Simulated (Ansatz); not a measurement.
Ansatz (a first-principles code) input for H₃Zr, SMILES [ZrH3+] (connectivity only; charge and spin as stated), charge +1, multiplicity 1, PBE0/def2-TZVPD. Geometry: PBE0-D3(BJ)/def2-TZVPD. The geometry has at least one imaginary mode, so it is a saddle point at that level. The spin state was assumed, not searched. The def2 effective core potentials stand for the cores of Zr; spin–orbit coupling is left out.

Ansatz 0.2 input:
```yaml
crystal:
  periodic: [false, false, false]
  atoms:
    - {symbol: Zr, position_ang: [0.00000000, 0.00000000, 0.00000000]}
    - {symbol: H, position_ang: [1.78972226, 0.00000000, 0.00000000]}
    - {symbol: H, position_ang: [-0.89486113, 1.54994494, 0.00000000]}
    - {symbol: H, position_ang: [-0.89486113, -1.54994494, 0.00000000]}
basis:
  gaussian:
    orbitals: def2-TZVPD
hamiltonian:
  xc: {name: PBE0}
total_charge: 1
```

Output:

```
WARN ansatz: RAYON_NUM_THREADS=1 ignored (pool sized by the plan → 1); use --threads N
Functional definition: PBE0
integrals: 0.01 GiB planned
552 factors; their error is unknown
mean field: 0.14 GiB planned
mean field evaluation 1: about -1317.0812 eV, gradient 1.6e1 eV
mean field evaluation 2: about -1317.7802 eV, gradient 6.9e0 eV
mean field evaluation 4: about -1317.9403 eV, gradient 1.5e-1 eV
mean field evaluation 8: about -1317.9562 eV, gradient 8.9e-2 eV
mean field evaluation 16: about -1317.9563 eV, gradient 9.8e-6 eV
mean field -1317.95625259 eV, -48.4339989399 hartree, gradient 9.8e-6 eV, S^2 0.000000; 0 other end points of the search recorded, 0 dependent functions left out
reference -1317.95628111 eV, -48.4339999880 hartree; 7, 7 occupied and 60, 60 virtual orbitals, 552 factors
Total energy: -1317.95628111 eV, -48.4339999880 hartree
```

The calculation finished and met its thresholds.

Cost: very roughly 0.8 core-seconds.
